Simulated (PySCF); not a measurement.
SMILES CC[O][GeH]([NH2])[O]CC, GFN2-xTB optimised geometry. Atoms within 1.6 Å of the plane z = 0.0 Å (x, y, z in Å): Ge1 (-0.08, -0.91, 0.00), N2 (1.73, -0.91, 0.00), O3 (-0.73, 0.71, 0.00), C4 (-0.46, 1.77, -0.90), C5 (0.89, 2.42, -0.66), O6 (-0.37, -1.81, -1.48), H9 (-0.87, -1.45, 1.16), H10 (2.16, -1.79, -0.25), H11 (2.18, -0.55, 0.83), H13 (-1.27, 2.50, -0.75), H14 (0.95, 2.77, 0.37), H15 (1.02, 3.27, -1.33), H16 (1.68, 1.70, -0.83), H18 (-2.18, -2.77, -1.25).

Level of theory: PBE0/def2-SVP (PySCF 2.14.0). Cells within 0.4 Å of a nucleus heavier than hydrogen are left out (blank, or x).

Map of the log10 of the electron density (e/bohr³), floored at −4 on the plane z = 0.0 Å:

```
|00000000000000000000000000000|
|00000000000000001100000000000|
|00000000000000122221000000000|
|00000000001111233332200000000|
|00000000122222345554210000000|
|00000001233433466665321000000|
|00000001344544567775421000000|
|00000002345555678876432000000|
|00000002345666667766432000000|
|00000001345666666665432000000|
|00000001346777655555432000000|
|000000024578x8754444321000000|
|00000002467xxx764444332100000|
|000000024578x8765445443200000|
|00000002356777765666654310000|
|00000011345678976778765320000|
|0000001123568xx978xx875320000|
|0000000123568xx978xx875320000|
|00000011235678976788875320000|
|00000012234566666667765310000|
|00000112233455554556664310000|
|00000122333344443344543200000|
|00000122332233322223332100000|
|00000112222111111111110000000|
|00000011211100000000000000000|
|00000000100000000000000000000|
|00000000000000000000000000000|
|00000000000000000000000000000|
|00000000000000000000000000000|
```
Scale: ten equal steps from -4.00 (start of '0') to 0.164 (end of '9'), in the order '0123456789'; x runs from -5.00 to 5.00, y from -5.00 (bottom) to 5.00 (top).
